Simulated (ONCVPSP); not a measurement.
# Before and after: ONCV potential for I

- Element: I (Z = 53)
- Generator: ONCVPSP 4.0.1
- Type: optimised norm-conserving Vanderbilt (ONCV)
- Functional: PBE
- Relativity: scalar-relativistic
- Frozen core: [Kr] 4d10
- Valence charge: 7
- Reference configuration: 5s2 5p5
- Partial waves: 5s: rc 1.55 bohr, ncon 4, nbas 8, qcut 3.3 1/bohr, 2 projectors, debl 0.9 Ha; 5p: rc 1.75 bohr, ncon 4, nbas 7, qcut 5.3 1/bohr, 2 projectors, debl 3.7 Ha
- Local potential: polynomial inside 1.15 bohr (lpopt 5, dvloc0 4 Ha)
- Core correction: Teter function fitted to the true core (icmod 2), fcfact 0.35

All-electron outer shells of the reference configuration (PBE, scalar-relativistic, ld1.x):

```
shell  level (eV)  outermost node (bohr)  outermost maximum (bohr)
   4p     -127.57                   0.37                      0.72
   4d      -50.28                   0.35                      0.78
   5s      -17.41                   0.88                      1.70
   5p       -7.09                   0.96                      2.02
```

Change: local potential polynomial inside 1.15 bohr (lpopt 5, dvloc0 -2 Ha).

Cutoffs: the cutoffs (Ha) at which the residual kinetic energy of the hardest occupied pseudo-wave falls to 1 and 0.1 mHa per electron; they do not see the model core or the augmentation charge, which bear on the density cutoff. Errors are all-electron minus pseudo energies relative to the spin-unpolarised reference configuration.

Question: Predict the effect on cutoff, ghosts and configuration errors.

Answer: The potential gets neither clearly harder nor softer (18 Ha and 47 Ha → 18 Ha and 47 Ha); both files keep a bound ghost (s); the lowest positive-energy flag moves from p at 108.4 eV to p at 44.3 eV; of the 4 tests that both files solve, the error grows in 0 and shrinks in 1 by more than 15 % and 0.3 meV (median size 10.2 → 9.4 meV); the range in which the p phases agree narrows (upper end 3.9 → 1.6).

```csv
quantity,base,changed
"cutoff, loose",18 Ha,18 Ha
"cutoff, tight",47 Ha,47 Ha
bound ghosts,s,s
GHOST(+) flags under 300 eV,p at 108.4 eV,p at 44.3 eV
"error for 5s2 5p4, meV [ΔE 11.13 eV]",-2.7,-2.4
"error for 5s2 5p3, meV [ΔE 30.98 eV]",-11,-9.2
"error for 5s2 5p2, meV [ΔE 60.31 eV]",-36,-32
"error for 5s1 5p6, meV [ΔE 10.41 eV]",-9.6,-9.5
s: phases at 1.57 bohr within 0.05 rad from the reference energy up to (Ha; the scan ends near 5),to the end of the scan,4.7
p: phases at 1.77 bohr within 0.05 rad from the reference energy up to (Ha; the scan ends near 5),3.9,1.6
"rms error of d²Exc/dni dnj with the model core, mHa",0.29,0.29
```

Base: The cutoffs count occupied waves only; projector 2 of the p channel, the hardest unoccupied one, needs 63 Ha at the loose tolerance. Changed file: The cutoffs count occupied waves only; projector 2 of the p channel, the hardest unoccupied one, needs 63 Ha at the loose tolerance. A true bound ghost makes a file unfit for plane-wave use even where its test errors are small: the radial tests pick states by their node count and pass the ghost by.
